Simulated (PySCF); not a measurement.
F$_{3}$Y, triplet, at a GFN2-xTB geometry (such geometries of metal compounds can be far from the true shape) (the multiplicity is a formal guess) (core potentials on Y); PySCF with B3LYP/def2-SVP.

PySCF was given this input:
```python
from pyscf import gto, scf, dft

mol = gto.Mole()
mol.atom = '''
    Y     0.024183   -0.047643   -0.109677
    F    -1.646774   -0.921262    0.233098
    F    -0.025099    1.805950   -0.594001
    F     1.567079   -0.678238    0.836171
'''
mol.basis = 'def2-svp'
mol.ecp = {'Y': 'def2-svp'}
mol.charge = 0
mol.spin = 2
mol.verbose = 4
mol.build()

mf = dft.UKS(mol)
mf.xc = 'b3lyp'
mf.kernel()
```

It wrote (shortened):

```
PySCF version 2.14.0

[INPUT] verbose = 4
[INPUT] num. atoms = 4
[INPUT] num. electrons = 38
[INPUT] charge = 0
[INPUT] spin (= nelec alpha-beta = 2S) = 2
[INPUT] symmetry False subgroup None
[INPUT] Mole.unit = angstrom
[INPUT] Symbol           X                Y                Z      unit          X                Y                Z       unit  Magmom
[INPUT]  1 Y      0.024183000000  -0.047643000000  -0.109677000000 AA    0.045699246870  -0.090032221753  -0.207259492164 Bohr   0.0
[INPUT]  2 F     -1.646774000000  -0.921262000000   0.233098000000 AA   -3.111951849055  -1.740932868969   0.440491380184 Bohr   0.0
[INPUT]  3 F     -0.025099000000   1.805950000000  -0.594001000000 AA   -0.047430236000   3.412750894658  -1.122499207718 Bohr   0.0
[INPUT]  4 F      1.567079000000  -0.678238000000   0.836171000000 AA    2.961350125557  -1.281684067273   1.580134183304 Bohr   0.0

nuclear repulsion = 121.225126303241
number of shells = 29
number of NR pGTOs = 129
number of NR cGTOs = 73
basis = def2-svp
ecp = {'Y': 'def2-svp'}

******** <class 'pyscf.dft.uks.UKS'> ********
method = UKS
initial guess = minao
damping factor = 0
level_shift factor = 0
DIIS = <class 'pyscf.scf.diis.CDIIS'>
diis_start_cycle = 1
diis_space = 8
diis_damp = 0
SCF conv_tol = 1e-09
SCF conv_tol_grad = None
SCF max_cycles = 50
direct_scf = True
direct_scf_tol = 1e-13
number electrons alpha = 20  beta = 18
XC library pyscf.dft.libxc version 7.1.2
    S. Lehtola, C. Steigemann, M. J. T. Oliveira, and M. A. L. Marques,  SoftwareX 7, 1–5 (2018)
XC functionals = b3lyp
    P. J. Stephens, F. J. Devlin, C. F. Chabalowski, and M. J. Frisch,  J. Phys. Chem. 98, 11623 (1994)
radial grids:
    Treutler-Ahlrichs [JCP 102, 346 (1995); DOI:10.1063/1.469408] (M4) radial grids

becke partition: Becke, JCP 88, 2547 (1988); DOI:10.1063/1.454033
pruning grids: <function nwchem_prune>
grids dens level: 3
symmetrized grids: False
atomic radii adjust function: <function treutler_atomic_radii_adjust>
small_rho_cutoff = 0
Set gradient conv threshold to 3.16228e-05
tot grids = 64664
init E= -332.272223414936

cycle= 1 E= -337.356479873456  delta_E= -5.08  |g|= 0.673  |ddm|= 3.29

cycle= 2 E= -337.457800638825  delta_E= -0.101  |g|= 0.572  |ddm|=  2.3

cycle= 3 E= -337.449243182169  delta_E= 0.00856  |g|= 0.649  |ddm|= 1.44

cycle= 4 E= -337.598702766466  delta_E= -0.149  |g|= 0.287  |ddm|= 0.659

cycle= 5 E= -337.625661751562  delta_E= -0.027  |g|= 0.142  |ddm|= 0.342

cycle= 6 E= -337.633744570352  delta_E= -0.00808  |g|= 0.0382  |ddm|= 0.144

cycle= 7 E= -337.634289333734  delta_E= -0.000545  |g|= 0.00585  |ddm|= 0.038

cycle= 8 E= -337.634323473606  delta_E= -3.41e-05  |g|= 0.00397  |ddm|= 0.0133

cycle= 9 E= -337.634341175475  delta_E= -1.77e-05  |g|= 0.00234  |ddm|= 0.00815

cycle= 10 E= -337.634356784135  delta_E= -1.56e-05  |g|= 0.00162  |ddm|= 0.0131

cycle= 11 E= -337.634361339442  delta_E= -4.56e-06  |g|= 0.000992  |ddm|= 0.00789

cycle= 12 E= -337.6343621782  delta_E= -8.39e-07  |g|= 0.000596  |ddm|= 0.00332

cycle= 13 E= -337.634362474834  delta_E= -2.97e-07  |g|= 0.000145  |ddm|= 0.00169

cycle= 14 E= -337.634362551715  delta_E= -7.69e-08  |g|= 0.000107  |ddm|= 0.000848

cycle= 15 E= -337.634362635092  delta_E= -8.34e-08  |g|= 8.42e-05  |ddm|= 0.000907

cycle= 16 E= -337.63436270592  delta_E= -7.08e-08  |g|= 8.56e-05  |ddm|= 0.000761

cycle= 17 E= -337.634362787026  delta_E= -8.11e-08  |g|= 7.81e-05  |ddm|= 0.000864

cycle= 18 E= -337.634362920834  delta_E= -1.34e-07  |g|= 7.87e-05  |ddm|= 0.00145

cycle= 19 E= -337.634363090015  delta_E= -1.69e-07  |g|= 8.21e-05  |ddm|= 0.00184

cycle= 20 E= -337.634363288109  delta_E= -1.98e-07  |g|= 8.01e-05  |ddm|= 0.00216

cycle= 21 E= -337.634363486588  delta_E= -1.98e-07  |g|= 7.86e-05  |ddm|= 0.00217

cycle= 22 E= -337.634363992918  delta_E= -5.06e-07  |g|= 8.12e-05  |ddm|= 0.00558

cycle= 23 E= -337.634364232794  delta_E= -2.4e-07  |g|= 8.12e-05  |ddm|= 0.00266

cycle= 24 E= -337.63436514808  delta_E= -9.15e-07  |g|= 7.91e-05  |ddm|= 0.0103

cycle= 25 E= -337.634366931324  delta_E= -1.78e-06  |g|= 0.000129  |ddm|= 0.0207

cycle= 26 E= -337.634368219313  delta_E= -1.29e-06  |g|= 0.000424  |ddm|= 0.0168

cycle= 27 E= -337.634370166916  delta_E= -1.95e-06  |g|= 0.00126  |ddm|= 0.0362

cycle= 28 E= -337.634366325853  delta_E= 3.84e-06  |g|= 0.000129  |ddm|= 0.0601

cycle= 29 E= -337.634369433669  delta_E= -3.11e-06  |g|= 0.00026  |ddm|= 0.0388

cycle= 30 E= -337.6343718384  delta_E= -2.4e-06  |g|= 0.00127  |ddm|= 0.0484

cycle= 31 E= -337.63437060323  delta_E= 1.24e-06  |g|= 0.000157  |ddm|= 0.0327

cycle= 32 E= -337.634371066294  delta_E= -4.63e-07  |g|= 0.000588  |ddm|= 0.00931

cycle= 33 E= -337.634373824109  delta_E= -2.76e-06  |g|= 0.000964  |ddm|= 0.0557

cycle= 34 E= -337.634373893473  delta_E= -6.94e-08  |g|= 0.000392  |ddm|= 0.0078

cycle= 35 E= -337.634374386509  delta_E= -4.93e-07  |g|= 0.00028  |ddm|= 0.0103

cycle= 36 E= -337.634374992098  delta_E= -6.06e-07  |g|= 0.000778  |ddm|= 0.0251

cycle= 37 E= -337.634375263193  delta_E= -2.71e-07  |g|= 0.000221  |ddm|= 0.00138

cycle= 38 E= -337.634375183474  delta_E= 7.97e-08  |g|= 0.000479  |ddm|= 0.00115

cycle= 39 E= -337.634375790419  delta_E= -6.07e-07  |g|= 3.59e-05  |ddm|= 0.0198

cycle= 40 E= -337.634375897019  delta_E= -1.07e-07  |g|= 7.43e-05  |ddm|= 0.00611

cycle= 41 E= -337.634375953625  delta_E= -5.66e-08  |g|= 8.12e-05  |ddm|= 0.00369

cycle= 42 E= -337.634376094824  delta_E= -1.41e-07  |g|= 0.000253  |ddm|= 0.0182

cycle= 43 E= -337.634376055286  delta_E= 3.95e-08  |g|= 0.000223  |ddm|= 0.00743

cycle= 44 E= -337.634376140532  delta_E= -8.52e-08  |g|= 1.42e-05  |ddm|= 0.00978

cycle= 45 E= -337.634376145321  delta_E= -4.79e-09  |g|= 2.11e-05  |ddm|= 0.00156

cycle= 46 E= -337.634376149375  delta_E= -4.05e-09  |g|= 1.15e-05  |ddm|= 0.00184

cycle= 47 E= -337.634376151853  delta_E= -2.48e-09  |g|= 1.73e-06  |ddm|= 0.00257

cycle= 48 E= -337.63437615191  delta_E= -5.76e-11  |g|= 1.86e-06  |ddm|= 0.000305

Extra cycle  E= -337.63437615188  delta_E= 3.08e-11  |g|= 9.11e-06  |ddm|= 1.04e-05
converged SCF energy = -337.63437615188  <S^2> = 2.0066812  2S+1 = 3.0044508
```
